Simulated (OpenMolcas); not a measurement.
# Au3+: ligand-field states by method

Au3+ with 6 ligands (fluoride) in octahedral coordination (Oh) at 2.09 Å. A charge of +0.5 e stands 2.8 Å behind each ligand. Ligand basis ANO-RCC-VDZP.

```json
{"Program": "OpenMolcas", "Basis": "ANO-RCC-VTZP [8s7p5d3f1g]", "Scalar Hamiltonian": "DKH2, point nucleus", "Active space": "8 electrons in 5 orbitals (5d)", "State averaging": "2S+1 = 3 even, 10 roots; 2S+1 = 1 even, 15 roots", "Spin-orbit coupling": "state interaction with AMFI integrals over the reference wave functions"}
```

I. CASSCF
II. SS-CASPT2, IPEA 0.25 Eh, imaginary shift 0.1 Eh (closed shells correlated: 5s 5p and the ligand valence shells)
III. SS-CASPT2, IPEA 0.5 Eh, imaginary shift 0.1 Eh (closed shells correlated: 5s 5p and the ligand valence shells)

Spin-free states (labels of O, the rotations of Oh) in cm-1, each column counted from its own energy of the first state listed:

| State | Degeneracy | I | II | III |
| --- | --- | --- | --- | --- |
| 3A2 | 1 | 0 | 0 | 0 |
| 1E | 2 | 12003 | 5860 | 6020 |
| 3T2 | 3 | 18711 | 22080 | 21640 |
| 1A1 | 1 | 21678 | 13050 | 13560 |
| 3T1 | 3 | 26482 | 27700 | 27790 |
| 1T2 | 3 | 30313 | 28680 | 28590 |
| 1T1 | 3 | 34037 | 31090 | 30800 |
| 3T1 | 3 | 41589 | 46140 | 45820 |
| 1T2 | 3 | 51741 | 53280 | 52610 |
| 1E | 2 | 51762 | 53130 | 52650 |
| 1A1 | 1 | 70702 | 66040 | 66630 |

From I to II, I's first state of the same spin (3T2) moves from 18711 to 22080 cm-1, by about +3400 cm-1.

From I to II, I's first state of another spin (1E) moves from 12003 to 5860 cm-1, by about -6100 cm-1.

I: A least-squares ligand-field fit to the states below 45000 cm-1, each weighted by its degeneracy and with a free common offset, gives 10Dq = 18634 cm-1, B = 810 cm-1 and C = 2825 cm-1 (C/B = 3.49), with an rms deviation of 65 cm-1. The same method and metal basis give the free ion B = 937 cm-1 (fit to its terms below 60000 cm-1, rms deviation 6 cm-1), so the nephelauxetic ratio is β = 810 / 937 = 0.86; it hangs on how both fits weigh the states, and computed free-ion B values tend to be too large, so β mixes covalency with correlation.

II: A least-squares ligand-field fit to the states below 45000 cm-1, each weighted by its degeneracy and with a free common offset, gives 10Dq = 22491 cm-1, B = 523 cm-1 and C = 1336 cm-1 (C/B = 2.55), with an rms deviation of 246 cm-1. The same method and metal basis give the free ion B = 752 cm-1 (fit to its terms below 60000 cm-1, rms deviation 422 cm-1), so the nephelauxetic ratio is β = 523 / 752 = 0.70; it hangs on how both fits weigh the states, and computed free-ion B values tend to be too large, so β mixes covalency with correlation.

From I to II, 10Dq changes by +21 %, B by -35 % and C by -53 %.

χT at 300 K: I 1.64, II 1.56, III 1.57 cm3 K/mol.

The states above are spin-free; spin-orbit coupling is strong here and shifts and splits them by thousands of cm-1.

Roots that are degenerate in the reference are averaged as groups; the widest CASPT2 spread within a group is 170 cm-1 (the 3-fold group of multiplicity 1 near 28700 cm-1 above the lowest state of its run, II). Shifts and gaps below about the spread of the groups concerned are not significant. Over all roots computed the reference weight is 0.67 to 0.69 in II, 0.68 to 0.70 in III; a low but even weight reflects the number of correlated electrons. Real 4d8 and 5d8 ions are as a rule square planar and diamagnetic. The least metal-like active orbital is 79 % on the metal (Löwdin) and no ligand orbital is active, so the numbers are rough. Ligand-to-metal charge-transfer states are missing. With no ligand orbital active B as a rule stays too high, so bands that hang on it stand too high and its fall with covalency is understated. Without dynamic correlation the repulsion within the d shell is too large (B by tens of per cent), so at a given field states of lower spin stand too high (holds for I). With metal d orbitals alone the field can be off either way by tens of per cent (holds for I). With one d shell and no ligand orbital active, 10Dq can be off by a tenth or more (holds for II; III). The distance lies 3 % under the 2.16 Å that this model takes as the normal distance (a Shannon-type radius plus a fixed donor radius); by an R⁻⁵ law this alone changes a d-shell field by about +18 %. No measured value stands beside these numbers; the geometry is a model, was not optimised and need not be the one that this ion takes.
